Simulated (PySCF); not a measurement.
# Electron correlation in Ce⁺ (cerium, charge +1)

[Xe] 5d3, high-spin 4F determinant (an excited configuration). Calculation: PySCF 2.14, in cc-pVDZ-X2C; the spin-free X2C one-electron Hamiltonian (Gaussian nucleus). Frozen: [Ar] 3d10; 29 electrons correlated.

MP2 pair energies summed by pair of shells (mhartree):

```tsv
pair	energy	share (%)
4d-4d	-265.36	37.3
4d-5p	-110.13	15.5
5p-5p	-89.50	12.6
5p-5d	-77.90	11.0
5s-5p	-30.96	4.4
4d-5s	-23.69	3.3
4d-5d	-22.24	3.1
4p-4d	-20.48	2.9
4p-4p	-18.31	2.6
5d-5d	-13.32	1.9
5s-5d	-9.27	1.3
4s-4d	-7.36	1.0
4p-5p	-6.46	0.9
5s-5s	-5.21	0.7
4p-5s	-4.31	0.6
4s-4p	-2.02	0.3
4s-4s	-1.45	0.2
4p-5d	-1.41	0.2
4s-5p	-0.87	0.1
4s-5s	-0.22	0.0
4s-5d	-0.14	0.0
```

Total MP2 correlation energy: -710.62 mhartree.

Same-spin part -260.16 and opposite-spin part -450.46 mhartree; SCS-MP2 scales them by 1/3 and 6/5 to -627.28 mhartree.

This basis was not built for core-valence correlation, so the inner-shell part is incomplete.
